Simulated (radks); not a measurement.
Task: Neutral titanium, 22 electrons, occupied as [Ar] 3d3 4s1 (not the ground configuration). Calculated with a radial shooting solver on a logarithmic mesh with Libxc functionals: scalar-relativistic Kohn-Sham, LDA (Slater exchange, Perdew-Wang correlation), spin-polarised, spherical densities, point nucleus; open shells are filled with parallel spins first. Some entries of the table are withheld. Estimate them.

orbital  occ.  eigenvalue (eV)  <r> (bohr)
1s up       1        -4852.199     0.06973
1s down     1        -4852.180     0.06973
2s up       1        -531.3700      0.3260
2s down     1        -530.6469      0.3257
2p up       3        -439.8570      0.2905
2p down     3        -439.2884      0.2901
3s up       1         -59.3736       1.016
3s down     1         -57.2569       1.015
3p up       3         -36.0527       1.101
3p down     3         -33.9285       1.100
4s up       1          -4.2712       3.605
4s down     0          -2.6141       4.019
3d up       3          -2.5666         (1)
3d down     0          -0.5006         (2)

Result: 
(1) 3d up <r> (bohr): 1.890
(2) 3d down <r> (bohr): 2.272
